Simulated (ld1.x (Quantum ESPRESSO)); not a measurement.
## Before and after: RRKJ potential for Fe (Z = 26)

Fe (Z = 26), norm-conserving RRKJ (Kleinman–Bylander form), made with ld1.x (Quantum ESPRESSO) 7.5 (LDA (PZ), scalar-relativistic). Core [Ar], reference 3d6 4s1.75 4p0.25. Waves: 4s (bound): rc 2.10 bohr; 3d (bound): rc 1.65 bohr; 4p (bound): rc 2.75 bohr. Local part: the p channel. Core correction: Bessel-smoothed model core inside 1.15 bohr. rho0 = 0.001.

All-electron outer shells of the reference configuration (LDA (PZ), scalar-relativistic, ld1.x):

| shell | level (eV) | outermost node (bohr) | outermost maximum (bohr) |
| --- | --- | --- | --- |
| 3s | -93.97 | 0.33 | 0.70 |
| 3p | -60.39 | 0.30 | 0.72 |
| 3d | -8.19 | – | 0.71 |
| 4s | -5.78 | 1.01 | 2.38 |
| 4p | -1.67 | 1.10 | 3.25 |

Change: core correction Bessel-smoothed model core inside 1.70 bohr.

Cutoffs: the cutoffs (Ry, on a coarse ladder) from which the occupation-weighted sum of valence levels, in a spherical-Bessel basis at the reference potential, stays within 10 and 1 mRy of its value at 400 Ry; they do not see the model core or the augmentation charge, which bear on the density cutoff. Errors are all-electron minus pseudo energies relative to the spin-unpolarised reference configuration.

Question: How do hardness, ghosts and transferability respond?

Answer: The potential gets neither clearly harder nor softer (70 Ry and 100 Ry → 70 Ry and 100 Ry); both files keep a bound ghost (s); of the 9 tests that both files solve, the error grows in 2 and shrinks in 0 by more than 15 % and 0.3 meV (median size 91.6 → 88.2 meV). A wider model core is smoother and lowers the density cutoff, which this test does not measure.

```csv
quantity,base,changed
"cutoff, loose",70 Ry,70 Ry
"cutoff, tight",100 Ry,100 Ry
bound ghosts,s,s
"error for 3d6 4s2 4p0, meV [ΔE -1.02 eV]",-0.3,-0.2
"error for 3d6 4s1 4p0, meV [ΔE 7.96 eV]",-13,-13
"error for 3d6 4s0 4p0, meV [ΔE 24.45 eV]",-34,-32
"error for 3d5 4s0 4p0, meV [ΔE 58.98 eV]",-429,-410
"error for 3d6 4s0 4p2, meV [ΔE 7.59 eV]",-4.5,-4.1
"error for 3d7 4s0 4p0, meV [ΔE 5.84 eV]",-324,-305
"error for 3d6.5 4s1.5 4p0, meV [ΔE -1.77 eV]",-92,-88
"error for 3d6 4s1.75 4p0.25 (spin-polarised), meV [ΔE -3.56 eV]",+155,+1164
"error for 3d6 4s2 4p0 (spin-polarised), meV [ΔE -4.41 eV]",+149,+1154
s: phases at 3.00 bohr within 0.05 rad from the reference energy up to (Ry; the scan ends near 5),1.6,1.6
p: phases at 3.00 bohr within 0.05 rad from the reference energy up to (Ry; the scan ends near 5),2.5,2.5
d: phases at 3.00 bohr within 0.05 rad from the reference energy up to (Ry; the scan ends near 5),0.2,0.2
```

Base: These tests converged, but a pseudo level misses the all-electron one widely, so the file describes the atom poorly there or has found another state: 3d5 4s0 4p0: empty 4s by 6.8 eV. A true bound ghost makes a file unfit for plane-wave use even where its test errors are small: the radial tests pick states by their node count and pass the ghost by.
